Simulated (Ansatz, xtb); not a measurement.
## BCl2H2In: which of two structures lies lower

Structure a is `[BH2][In]([Cl])[Cl]`, a singlet and structure b is a singlet given by its coordinates. Both are isolated molecules in the gas phase, relaxed with PBE0-D3(BJ)/def2-SVP; the shapes shown needn't be the lowest conformers.

a (Å):

```yaml
atoms:
  - { symbol: B, position_ang: [0.5705, 1.5788, 0.8678] }
  - { symbol: Cl, position_ang: [-2.0995, -0.8764, -1.0013] }
  - { symbol: Cl, position_ang: [-2.6624, -0.0681, 2.7253] }
  - { symbol: In, position_ang: [-1.2726, 0.2976, 0.8622] }
  - { symbol: H, position_ang: [0.4870, 2.7513, 0.6042] }
  - { symbol: H, position_ang: [1.6388, 1.0909, 1.1358] }
```

b (Å):

```csv
atom,x (Å),y (Å),z (Å)
B,-0.5808,0.4322,-0.6947
Cl,-0.6786,-1.3223,0.1349
Cl,0.0097,1.6413,0.7073
In,0.1361,-0.3601,2.5453
H,-1.6991,0.7530,-1.0108
H,0.2819,0.3943,-1.5358
```

Close contacts (Å): B1–Cl2 1.94, B1–Cl3 1.94, Cl2–In4 2.72, Cl3–In4 2.72, B1–H5 1.21, B1–H6 1.21.

Quicker runs give these differences E(b) − E(a): GFN2-xTB −68.0 kcal/mol; HF/STO-3G +22.1 kcal/mol (at GFN2-xTB geometries); r2SCAN-D4/def2-SVP −35.3 kcal/mol (at GFN2-xTB geometries).

Q: Which of the two would you expect CCSD(T)/def2-SVP + ΔMP2/def2-TZVPP electronic energies to favour?

A: Structure b; the calculation gives E(b) − E(a) = −35.6 kcal/mol.

The same difference at several levels:

| level | geometry | E(b) − E(a) (kcal/mol) | departure from the last row (kcal/mol) | job, with rough time for the two |
| --- | --- | --- | --- | --- |
| GFN2-xTB | GFN2-xTB | −68.0 | −32.4 | optimisation, 1.9 s |
| HF/STO-3G | GFN2-xTB | +22.1 | +57.7 | single point, 4.7 s |
| r2SCAN-D4/def2-SVP | GFN2-xTB | −35.3 | +0.3 | single point, 11 s |
| PBE0-D3(BJ)/def2-SVP | PBE0-D3(BJ)/def2-SVP | −38.6 | −3.0 | optimisation, 1.7 min |
| HF/def2-SVP | PBE0-D3(BJ)/def2-SVP | −22.4 | +13.2 | part of the CCSD(T) run |
| MP2/def2-SVP | PBE0-D3(BJ)/def2-SVP | −32.4 | +3.2 | part of the CCSD(T) run |
| CCSD(T)/def2-SVP | PBE0-D3(BJ)/def2-SVP | −33.6 | +2.0 | single point |
| CCSD(T)/def2-SVP + ΔMP2/def2-TZVPP | PBE0-D3(BJ)/def2-SVP | −35.6 |  | single point, 79 s |

HF/STO-3G puts the two in the other order. The largest departure from CCSD(T)/def2-SVP + ΔMP2/def2-TZVPP is that of HF/STO-3G, 57.7 kcal/mol. The last row adds to CCSD(T) the change of the MP2 difference between the two basis sets, here −2.0 kcal/mol.

With harmonic frequencies from PBE0-D3(BJ)/def2-SVP (ideal gas, rigid rotor, one conformer each, 400 K, 1 atm): on the last row, ΔE + ΔZPE = −33.7 kcal/mol. A mode under 50 cm⁻¹ makes harmonic enthalpies and free energies unreliable, so none is given.

The correlated steps freeze 15 core orbitals; the filled d shell of In is correlated, in a basis made for valence electrons. Atoms past krypton carry core potentials in the def2 sets, other sets are all-electron and non-relativistic, and no spin–orbit term is included. Programs: Ansatz 0.2.0, xtb 6.7.1; the last row on 1 thread of AMD EPYC (Zen 3) on a shared host.
